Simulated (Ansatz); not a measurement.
Consider the ligand exchange at a B–C bond: `NB(F)[CH2][GeH3]` + H₂Se → `NB(F)[SeH]` + `[CH3][GeH3]`.

Isolated molecules relaxed with PBE0-D4/def2-TZVP in Ansatz; ΔE leaves out vibrations. CCSD(T)/CBS adds triple-zeta CCSD(T) − MP2 to the extrapolated MP2 energy (def2 sets, frozen cores). For Ge, Se outer-core shells are correlated without core-valence functions, which leaves a few kJ/mol of doubt a bond. Scalar relativity is left out up to krypton. One conformer a species, not always the lowest.

```tsv
species	CCSD(T)/CBS(def2) energy (Eh)
`NB(F)[CH2][GeH3]`	-2297.78646
H₂Se	-2401.89790
`NB(F)[SeH]`	-2581.93092
`[CH3][GeH3]`	-2117.76728
```

Work out ΔE.

ΔE = (-2581.93092) + (-2117.76728) − (-2297.78646) − (-2401.89790) = -0.01384 Eh = -8.7 kcal/mol.

Largest T1 diagnostic among the species: 0.011.
